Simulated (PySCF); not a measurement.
**Magnetisability and related constants of `O(CC=C)[SiH2]C#CC`, C₆H₁₀OSi**

Computed with PySCF, GIAO B3LYP/pcSseg-1 magnetisability, rotational g tensor and spin-rotation constants, non-relativistic, gas phase. Geometry: GFN2-xTB.

Input:
```
{"job": {"kind": "mag", "xc": "B3LYP", "basis": "pcSseg-1", "isotopologues": 2}, "charge": 0, "multiplicity": 1}
C     -2.483761     1.430390     0.912757
C     -2.615071     0.391117     0.112177
C     -1.679950    -0.781100     0.082393
O     -0.698667    -0.694563     1.065279
Si     0.853948    -1.163486     1.034169
C      1.731402    -0.461814    -0.436983
C      2.257458     0.032405    -1.402357
C      2.900205     0.623000    -2.555781
H     -1.668077     1.488201     1.612735
H     -3.179574     2.251351     0.899751
H     -3.428736     0.319416    -0.597377
H     -2.258964    -1.705041     0.234077
H     -1.224108    -0.843808    -0.916909
H      0.979994    -2.625829     0.948096
H      1.305194    -0.581149     2.289725
H      3.961857     0.767608    -2.356226
H      2.789988    -0.029710    -3.421857
H      2.448103     1.589329    -2.780086
```
Coordinates are in Å.

Command: `OMP_NUM_THREADS=1 python excited_run.py task.json out`

(1) What does the run print?

Answers

(1) Atoms count from 0.
```
coarse grid: 15432 points
cycle   1  E = -599.0994261559  dE =  9.309e-01  |g| = 8.408e-01  |ddm| = 4.053e+00
cycle   2  E = -598.8966320119  dE =  2.028e-01  |g| = 1.323e+00  |ddm| = 2.030e+00
cycle   3  E = -599.2347628018  dE = -3.381e-01  |g| = 1.901e-01  |ddm| = 1.437e+00
cycle   4  E = -599.2419853034  dE = -7.223e-03  |g| = 5.869e-02  |ddm| = 2.070e-01
cycle   5  E = -599.2423963267  dE = -4.110e-04  |g| = 4.562e-02  |ddm| = 7.566e-02
cycle   6  E = -599.2428980549  dE = -5.017e-04  |g| = 6.241e-03  |ddm| = 3.482e-02
cycle   7  E = -599.2429073426  dE = -9.288e-06  |g| = 1.220e-03  |ddm| = 7.010e-03
final grid: 144104 points
cycle   8  E = -599.3151006141  dE = -3.174e-05  |g| = 6.323e-03  |ddm| = 2.456e-02
cycle   9  E = -599.3150953528  dE =  5.261e-06  |g| = 8.106e-03  |ddm| = 1.094e-02
cycle  10  E = -599.3151097591  dE = -1.441e-05  |g| = 1.371e-03  |ddm| = 6.361e-03
cycle  11  E = -599.3151101579  dE = -3.988e-07  |g| = 1.765e-04  |ddm| = 1.183e-03
cycle  12  E = -599.3151101639  dE = -6.012e-09  |g| = 8.955e-05  |ddm| = 2.434e-04
cycle  13  E = -599.3151101654  dE = -1.423e-09  |g| = 5.125e-05  |ddm| = 1.055e-04
cycle  14  E = -599.3151101660  dE = -5.875e-10  |g| = 1.115e-05  |ddm| = 4.107e-05
converged SCF energy = -599.3151101660

Magnetisability tensor (1e-30 J/T^2)
    -1293.05      -61.62      106.95
      -61.62    -1238.69      106.32
      106.95      106.32    -1341.47
isotropic -1291.07   principal values   -1486.74  -1214.85  -1171.61
isotropic susceptibility -77.750 1e-6 cm^3/mol

Inertial axes            a          b          c
rot. const./GHz      2.3949     0.8333     0.6826
chi total           -82.974    -79.480    -70.796
chi diamagnetic    -639.065  -1575.457  -1888.497
chi paramagnetic    556.092   1495.977   1817.701
quadrupole/D A        4.109     -1.549     -2.559
g nuclear            0.6091     0.5798     0.5755
g electronic        -0.6257    -0.5856    -0.5829
g total             -0.0166    -0.0058    -0.0074

Spin-rotation constants (kHz, H = +C I.J)
atom  isotope        aa         bb         cc
  8     1H       -0.184     -0.026     -0.004
  9     1H       -0.087     -0.002     -0.057
 10     1H       -0.181     -0.020     -0.011
 11     1H       -0.132     -0.048     -0.018
 12     1H       -0.001     -0.058     -0.049
 13     1H       -0.213     -0.021     -0.006
 14     1H       -0.221     -0.055      0.022
 15     1H       -0.053     -0.083     -0.049
 16     1H       -0.235     -0.090      0.008
 17     1H       -0.237     -0.005     -0.060
  0    13C*       0.606      0.280      0.213
  1    13C*       0.702      0.317      0.240
  2    13C*       0.574      0.177      0.150
  3    17O*      -0.168     -0.050     -0.057
  4   29Si*      -1.326     -0.494     -0.405
  5    13C*       0.452      0.164      0.248
  6    13C*       0.515      0.204      0.283
  7    13C*       0.302      0.105      0.091
* in the singly substituted isotopologue

Isotopologues: g along a, b, c
2H    at 8,9,10,11,12,1    -0.0137    -0.0051    -0.0065
13C   at 0                 -0.0165    -0.0057    -0.0073
```

It took 37 s wall time on 1 thread of an Intel Xeon 6975P-C, shared host, peak memory 0.83 GiB.
